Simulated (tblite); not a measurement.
C6H5FSSi.
Atom-mapped SMILES: `[CH:1]#[C:2][Si@@H:3]([F:4])[c:5]1[cH:6][cH:7][cH:8][s:9]1` (hydrogens: H10 on C1; H11 on Si3; H12 on C6; H13 on C7; H14 on C8)

The geometry is computed with GFN2-xTB (gas phase).

**Question.** What internal coordinates does the optimisation give?

**Answer.** 
| bond | length (Å) | order |
| --- | --- | --- |
| C1≡C2 | 1.202 | triple |
| C2–Si3 | 1.848 | single |
| Si3–F4 | 1.615 | single |
| Si3–C5 | 1.870 | single |
| C5–C6 | 1.366 | aromatic |
| C6–C7 | 1.410 | aromatic |
| C7–C8 | 1.358 | aromatic |
| C8–S9 | 1.717 | aromatic |
| C5–S9 | 1.737 | aromatic |
| C1–H10 | 1.052 | single |
| Si3–H11 | 1.456 | single |
| C6–H12 | 1.076 | single |
| C7–H13 | 1.076 | single |
| C8–H14 | 1.072 | single |

Orders are formal, as drawn. A selection of angles:
| angle | degrees |
| --- | --- |
| C1–C2–Si3 | 178.9 |
| C2–Si3–F4 | 107.8 |
| C2–Si3–C5 | 109.7 |
| F4–Si3–C5 | 105.7 |
| Si3–C5–C6 | 128.6 |
| Si3–C5–S9 | 121.1 |
| C6–C5–S9 | 110.3 |
| C5–C6–C7 | 113.7 |
| C6–C7–C8 | 112.3 |
| C7–C8–S9 | 112.1 |
| C5–S9–C8 | 91.6 |

Dihedral angles: C2–Si3–C5–C6 -113° (anticlinal).

The 5-membered ring C5–C6–C7–C8–S9 has internal angles of 91.6° to 113.7° (sum 540°, against 540° for a flat polygon); it is planar, 0.00 Å rms from its mean plane, widest ring torsion 0°. The C–Si distances run from 1.848 Å (C2–Si3, drawn single) to 1.870 Å (Si3–C5, drawn single), a spread of 0.022 Å. Si3 (fluorine-bound silicon) is distorted tetrahedral (angles from 105.7° to 114.5°). The C–S distances run from 1.717 Å (C8–S9, aromatic) to 1.737 Å (C5–S9, aromatic), a spread of 0.020 Å. The C–C distances run from 1.202 Å (C1≡C2, drawn triple) to 1.410 Å (C6–C7, aromatic), a spread of 0.208 Å.

Point group: C1 (no symmetry element, even within 0.4 Å). Its GFN2-xTB frequencies are all real (lowest 23 cm⁻¹). The numbers are those of one conformer. 3 starts were optimised and ended at 0.00, 0.03 and 0.43 kcal/mol (GFN2-xTB); the lowest of these is shown.
